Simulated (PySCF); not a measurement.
PySCF input file for Ge(F)(OH)(NH2)2 (FGeH5N2O), SMILES [Ge]([F])([NH2])([NH2])[OH], PBE-D3(BJ)/def2-SVP. The structure is a stationary point at PBE-D3(BJ)/def2-SVP. The structure was generated by enumeration, and PubChem lists no compound with its InChIKey, so it may never have been made. Other conformers were not sampled.

```python
import numpy as np
from pyscf import gto, scf, dft, df
from pyscf.hessian import thermo

mol = gto.M(
    atom='''
    N    -1.25785504   -1.27617474   -0.36617658
    Ge    0.00422810   -0.00509697    0.01278086
    N     1.47630237   -0.61412094    0.90536296
    O    -0.66223333    1.28176761    1.04675373
    F     0.40281771    0.69589601   -1.56030138
    H    -1.38690445   -1.41315853   -1.37470190
    H    -1.04935721   -2.18035128    0.07140245
    H     2.23644734   -0.90873688    0.28198731
    H     1.84195638    0.09719220    1.54995564
    H    -1.63406500    1.28302226    0.95674674
    ''',
    basis='def2-SVP',
    charge=0,
    spin=0,
    max_memory=1600,
    verbose=3,
)
mf = dft.RKS(mol, xc='pbe').density_fit(auxbasis='def2-universal-jkfit')
mf.disp = 'd3bj'
mf.grids.level = 3
mf.conv_tol = 1e-11
mf.max_cycle = 100
mf.kernel()

# [left out here: the lines that compute and print the analytic Hessian (its translational invariance restored by hand, since the grid's response is missing), thermochemistry and intensities]
```

Output:

```
converged SCF energy = -2363.58266458731

WARN: DFTD3 does not support analytical Hessian, using finite difference


WARN: Mole.unit (angstrom) is changed to Bohr

Mode                                 0                   1                   2
Irrep
Freq [cm^-1]                      104.4596            143.0649            190.5056
Reduced mass [au]                   1.6016              3.0352              1.5079
Force const [Dyne/A]                0.0103              0.0366              0.0322
Char temp [K]                     150.2941            205.8385            274.0951
Normal mode                   x     y     z       x     y     z       x     y     z
       0   N                 0.00  0.03 -0.10    0.09 -0.09  0.01    0.01 -0.02 -0.03
       1  Ge                 0.00 -0.01  0.01   -0.00  0.00 -0.01   -0.01 -0.01 -0.01
       2   N                 0.00  0.06  0.04   -0.07 -0.07  0.06   -0.02  0.05  0.05
       3   O                 0.04 -0.03  0.06    0.06  0.06 -0.04    0.10  0.01  0.04
       4   F                -0.06 -0.02 -0.02   -0.06  0.07  0.01   -0.04 -0.02 -0.02
       5   H                 0.37 -0.23 -0.11   -0.02 -0.03  0.02   -0.13  0.17 -0.04
       6   H                -0.31  0.12  0.24    0.21 -0.09 -0.05    0.15 -0.09 -0.24
       7   H                -0.05 -0.15  0.07   -0.15 -0.37  0.11    0.18  0.42  0.12
       8   H                 0.10  0.15 -0.12    0.10 -0.01 -0.10   -0.34 -0.03  0.32
       9   H                 0.07  0.30 -0.25    0.06  0.16 -0.07    0.11  0.23 -0.00
Mode                                 3                   4                   5
Irrep
Freq [cm^-1]                      223.2186            229.5142            242.5518
Reduced mass [au]                   3.1589              2.6322              5.9954
Force const [Dyne/A]                0.0927              0.0817              0.2078
Char temp [K]                     321.1618            330.2199            348.9780
Normal mode                   x     y     z       x     y     z       x     y     z
       0   N                 0.05 -0.06 -0.06    0.00 -0.06  0.09   -0.07  0.00  0.02
       1  Ge                -0.04  0.01  0.03   -0.02  0.01 -0.04   -0.01 -0.05 -0.00
       2   N                 0.04 -0.02 -0.11   -0.04 -0.01 -0.01    0.05  0.08  0.00
       3   O                 0.02  0.07 -0.01    0.03 -0.05  0.07    0.04  0.03 -0.08
       4   F                 0.05 -0.04  0.04    0.09  0.04  0.01    0.03  0.10  0.08
       5   H                 0.15 -0.02 -0.07    0.08 -0.35  0.12   -0.12  0.01  0.02
       6   H                 0.13 -0.06 -0.09    0.02  0.08  0.36   -0.13 -0.02  0.01
       7   H                -0.02  0.14 -0.26    0.02  0.11 -0.00    0.03  0.06 -0.01
       8   H                 0.08 -0.07 -0.08   -0.12 -0.04  0.07    0.03  0.22 -0.14
       9   H                 0.03  0.30 -0.16    0.04  0.16 -0.06    0.04  0.10 -0.09
Mode                                 6                   7                   8
Irrep
Freq [cm^-1]                      262.4020            312.7438            522.5278
Reduced mass [au]                   1.8069              1.3066              1.4588
Force const [Dyne/A]                0.0733              0.0753              0.2347
Char temp [K]                     377.5381            449.9687            751.8011
Normal mode                   x     y     z       x     y     z       x     y     z
       0   N                 0.01 -0.03 -0.02    0.02 -0.02 -0.05    0.14  0.02 -0.02
       1  Ge                -0.03  0.00 -0.01   -0.01 -0.01  0.00   -0.01 -0.00 -0.00
       2   N                -0.02  0.09  0.02   -0.00 -0.02 -0.00   -0.02  0.01 -0.02
       3   O                 0.06 -0.01  0.07    0.06  0.07 -0.04   -0.00  0.01  0.01
       4   F                 0.07 -0.04 -0.01   -0.02  0.01  0.02    0.00 -0.01  0.02
       5   H                -0.11  0.12 -0.03    0.31 -0.25 -0.06   -0.56  0.07  0.09
       6   H                 0.10 -0.08 -0.18   -0.15  0.08  0.22   -0.53  0.00  0.21
       7   H                -0.14 -0.28  0.05    0.07  0.13  0.02   -0.02  0.04 -0.04
       8   H                 0.17  0.27 -0.28   -0.12 -0.08  0.13   -0.03 -0.02  0.01
       9   H                 0.03 -0.16  0.38   -0.00 -0.39  0.55   -0.00  0.01 -0.00
Mode                                 9                  10                  11
Irrep
Freq [cm^-1]                      558.5614            655.2243            684.8126
Reduced mass [au]                   1.5872              4.9886              6.8155
Force const [Dyne/A]                0.2918              1.2619              1.8832
Char temp [K]                     803.6455            942.7219            985.2928
Normal mode                   x     y     z       x     y     z       x     y     z
       0   N                -0.01 -0.00  0.00    0.05  0.08  0.02    0.08  0.10  0.04
       1  Ge                 0.01 -0.00  0.01    0.00  0.01 -0.02   -0.02 -0.03  0.04
       2   N                -0.04  0.11 -0.11   -0.07  0.00 -0.02   -0.07  0.02 -0.04
       3   O                 0.01 -0.01 -0.01    0.03 -0.07 -0.05    0.02 -0.05 -0.04
       4   F                 0.00 -0.01  0.03   -0.04 -0.06  0.14    0.03  0.05 -0.11
       5   H                 0.02 -0.00 -0.00    0.14  0.05  0.01    0.20  0.12  0.02
       6   H                 0.02 -0.00 -0.01    0.20  0.09 -0.01    0.11  0.10  0.03
       7   H                 0.03 -0.45  0.29   -0.08  0.12 -0.09   -0.08  0.06 -0.06
       8   H                -0.04 -0.39  0.40   -0.09  0.14 -0.15   -0.08  0.03 -0.04
       9   H                 0.01 -0.00 -0.05    0.04 -0.04 -0.03    0.02 -0.04  0.00
Mode                                12                  13                  14
Irrep
Freq [cm^-1]                      718.2972            725.0327            863.7059
Reduced mass [au]                   6.7574              4.1066              1.1584
Force const [Dyne/A]                2.0542              1.2719              0.5091
Char temp [K]                    1033.4697           1043.1606           1242.6805
Normal mode                   x     y     z       x     y     z       x     y     z
       0   N                -0.00  0.01  0.01   -0.08 -0.11 -0.03    0.01 -0.02  0.07
       1  Ge                 0.04 -0.04 -0.01    0.04  0.03  0.03    0.01 -0.00 -0.02
       2   N                -0.10  0.02 -0.06   -0.11  0.02 -0.04   -0.02  0.02  0.03
       3   O                -0.07  0.13  0.10    0.03 -0.05 -0.04   -0.02 -0.01 -0.01
       4   F                -0.00 -0.00  0.01    0.00  0.01 -0.02    0.00  0.00  0.01
       5   H                 0.09 -0.00 -0.00   -0.15 -0.11 -0.02    0.37  0.33 -0.04
       6   H                 0.08  0.02 -0.01   -0.20 -0.13 -0.02   -0.39 -0.22 -0.16
       7   H                -0.09  0.07 -0.07   -0.16  0.16 -0.17   -0.21  0.10 -0.24
       8   H                -0.16  0.13 -0.14   -0.10  0.08 -0.11    0.25 -0.22  0.14
       9   H                -0.06  0.01  0.00    0.03 -0.06 -0.02   -0.03  0.28  0.26
Mode                                15                  16                  17
Irrep
Freq [cm^-1]                      870.7514            919.9589           1485.7520
Reduced mass [au]                   1.1602              1.1437              1.0991
Force const [Dyne/A]                0.5183              0.5703              1.4295
Char temp [K]                    1252.8174           1323.6160           2137.6663
Normal mode                   x     y     z       x     y     z       x     y     z
       0   N                -0.02  0.04 -0.05   -0.00  0.01 -0.01    0.02  0.07  0.03
       1  Ge                 0.01 -0.01  0.00    0.01  0.00  0.01   -0.00 -0.00  0.00
       2   N                -0.01  0.04  0.04    0.01 -0.03 -0.04   -0.01 -0.00 -0.00
       3   O                -0.01 -0.01 -0.01   -0.05 -0.03 -0.04    0.00  0.00  0.00
       4   F                -0.01 -0.00 -0.00   -0.00 -0.00 -0.00    0.00 -0.00 -0.00
       5   H                -0.31 -0.29  0.04   -0.06 -0.06  0.01   -0.01 -0.66  0.11
       6   H                 0.35  0.20  0.13    0.02  0.03  0.02   -0.17 -0.29 -0.58
       7   H                -0.29  0.10 -0.33    0.20 -0.11  0.23    0.04  0.03  0.04
       8   H                 0.33 -0.25  0.17   -0.24  0.18 -0.13    0.06 -0.02 -0.02
       9   H                -0.03  0.21  0.23   -0.08  0.60  0.53    0.00 -0.01 -0.01
Mode                                18                  19                  20
Irrep
Freq [cm^-1]                     1493.9280           3445.1233           3453.6561
Reduced mass [au]                   1.0990              1.0500              1.0495
Force const [Dyne/A]                1.4451              7.3427              7.3755
Char temp [K]                    2149.4297           4956.7655           4969.0422
Normal mode                   x     y     z       x     y     z       x     y     z
       0   N                -0.00 -0.01 -0.01    0.00  0.00 -0.00    0.00  0.05  0.03
       1  Ge                 0.00 -0.00  0.00    0.00 -0.00  0.00   -0.00 -0.00  0.00
       2   N                -0.08 -0.00 -0.02   -0.05 -0.02 -0.01   -0.00 -0.00 -0.00
       3   O                 0.00  0.00  0.00    0.00 -0.00 -0.00    0.00 -0.00 -0.00
       4   F                 0.00  0.00 -0.00    0.00 -0.00  0.00   -0.00 -0.00  0.00
       5   H                -0.01  0.06 -0.01   -0.00 -0.00 -0.00   -0.10 -0.07 -0.68
       6   H                 0.02  0.03  0.06    0.00 -0.00  0.00    0.13 -0.60  0.32
       7   H                 0.43  0.33  0.40    0.47 -0.21 -0.40   -0.00  0.00  0.00
       8   H                 0.61 -0.16 -0.21    0.24  0.49  0.47   -0.00  0.00  0.00
       9   H                -0.00  0.00  0.00   -0.00  0.00 -0.00   -0.00  0.00 -0.00
Mode                                21                  22                  23
Irrep
Freq [cm^-1]                     3544.3400           3556.0580           3724.3457
Reduced mass [au]                   1.0939              1.0947              1.0663
Force const [Dyne/A]                8.0963              8.1561              8.7145
Char temp [K]                    5099.5161           5116.3758           5358.5043
Normal mode                   x     y     z       x     y     z       x     y     z
       0   N                 0.00 -0.00  0.00    0.02 -0.04  0.07   -0.00 -0.00 -0.00
       1  Ge                -0.00 -0.00 -0.00    0.00 -0.00  0.00   -0.00 -0.00 -0.00
       2   N                 0.02 -0.05 -0.06   -0.00  0.00  0.00    0.00 -0.00  0.00
       3   O                -0.00  0.00  0.00    0.00 -0.00  0.00   -0.06  0.00 -0.00
       4   F                 0.00 -0.00  0.00    0.00  0.00 -0.00    0.00 -0.00 -0.00
       5   H                -0.00 -0.00 -0.01   -0.09 -0.10 -0.66    0.00 -0.00 -0.00
       6   H                -0.00  0.01 -0.01   -0.13  0.60 -0.28   -0.00 -0.00 -0.00
       7   H                -0.53  0.21  0.42    0.01 -0.00 -0.01    0.00 -0.00 -0.00
       8   H                 0.24  0.44  0.40   -0.00 -0.01 -0.01   -0.00 -0.00 -0.00
       9   H                 0.00 -0.00  0.00   -0.00 -0.00 -0.00    0.96 -0.02  0.07
temperature 298.1500 [K]
pressure 101325.00 [Pa]
Rotational constants [GHz] 3.47919 3.17815 3.15583
Symmetry number 1
Zero-point energy (ZPE) 0.06591 [Eh]   173043.032 [J/mol]
                           tot       elec      trans        rot        vib
Entropy [J/mol/K]       364.682      0.000    170.437    111.394     82.850
Cv [J/mol/K]            116.454      0.000     12.472     12.472     91.511
Cp [J/mol/K]            124.768      0.000     20.786     12.472     91.511
Internal energy [J/mol]                      3718.434   3718.434 187229.720
Internal energy [Eh]   -2363.50852  -2363.58266
Enthalpy [J/mol]                             6197.391   3718.434 187229.720
Enthalpy [Eh]          -2363.50758
Gibbs free energy [J/mol]                  -44618.403 -29493.758 162527.910
Gibbs free energy [Eh] -2363.54899
mode   freq/cm-1   IR/(km/mol)
   1      104.46         2.141
   2      143.06         5.709
   3      190.51        29.535
   4      223.22        30.498
   5      229.51        12.066
   6      242.55        24.939
   7      262.40        15.321
   8      312.74       114.547
   9      522.53       160.514
  10      558.56       139.442
  11      655.22        62.121
  12      684.81        50.985
  13      718.30       102.111
  14      725.03        61.355
  15      863.71         6.747
  16      870.75         9.329
  17      919.96       118.802
  18     1485.75        24.128
  19     1493.93        25.291
  20     3445.12        14.954
  21     3453.66        16.047
  22     3544.34        22.048
  23     3556.06        24.909
  24     3724.35        59.806
max |gradient| / (hartree/bohr): 0.00022442193380267856
APT charges: [-0.6995  1.867  -0.6935 -0.7407 -0.6395  0.1586  0.1619  0.1623  0.1571
  0.2663]
```

The run converged.

Cost: very roughly 110 core-seconds.
